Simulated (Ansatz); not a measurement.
The same path of BBrH2 + ClH (6 atoms, charge 0, multiplicity 1) was run 3 times with different band settings. Lost on the way: B1–Br2, H5–Cl6. Made: B1–Cl6, Br2–H5.

Theory: RKS PBE0/def2-SVP in Ansatz 0.2.0.

Relaxed end points:

```xyz
6
Properties=species:S:1:pos:R:3
B -0.589 -0.681 0.293
Br 0.784 -1.713 -0.553
H -1.555 -0.398 -0.362
H -0.504 -0.510 1.480
H 1.434 1.377 -0.725
Cl 0.429 1.925 -0.133
```

```xyz
6
Properties=species:S:1:pos:R:3
B -0.888 0.098 0.509
Br 1.509 -1.181 -0.931
H -1.607 -0.375 -0.331
H -0.554 -0.480 1.509
H 1.975 0.154 -1.101
Cl -0.434 1.784 0.345
```

Common settings: movable images 9; climbing image yes; spring 5.0 eV/Å²; start path through a guess of the saddle point; force threshold 0.05 eV/Å; iteration limit 60; end points relaxed.

| run | optimiser | largest step |
| --- | --- | --- |
| 1 | quadratic models (default) | default |
| 2 | fire | default |
| 3 | lbfgs | 0.5 Å |

(1) What does each run give, and how far can it be trusted?

Results:

(1) Run 1: converged after 11 iterations, highest image 0.369 eV above the first end. A vibrational analysis at the climbing image gives one clearly imaginary mode, 622i cm⁻¹: a first-order saddle point.
Run 2: converged after 32 iterations, highest image 0.369 eV above the first end. Another band between the same ends (9 images) ends at a top of the same energy, where a vibrational analysis finds 1 clearly imaginary mode.
Run 3: converged after 25 iterations, highest image 0.369 eV above the first end. Another band between the same ends (9 images) ends at a top of the same energy, where a vibrational analysis finds 1 clearly imaginary mode.
The orbitals stay closed-shell, which can raise the energy where a bond breaks towards radicals; this wasn't checked here.
